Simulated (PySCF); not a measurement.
A structure optimised at B3LYP-D3(BJ)/def2-SVP, used in a PySCF frequency run:

```xyz
12

F     -0.5065     2.3352     0.0000
C      0.5981     1.4914     0.0000
B      0.1798    -0.0228     0.0000
C     -1.1350    -0.9110     0.0000
C     -0.0643    -2.0247     0.0000
O      1.0512    -1.0784     0.0000
H      1.2243     1.7189    -0.8852
H      1.2243     1.7189     0.8852
H     -1.7719    -0.8645    -0.8954
H     -1.7719    -0.8645     0.8954
H     -0.0234    -2.6595    -0.8991
H     -0.0234    -2.6595     0.8991
```

**Question.** Write its SMILES, formula and point group.

**Answer.** FCB1CCO1, C3H6BFO, Cs

**Question.** What are its rotational constants (standard atomic weights)?

**Answer.** 8.9476, 2.1533, 1.7951 GHz
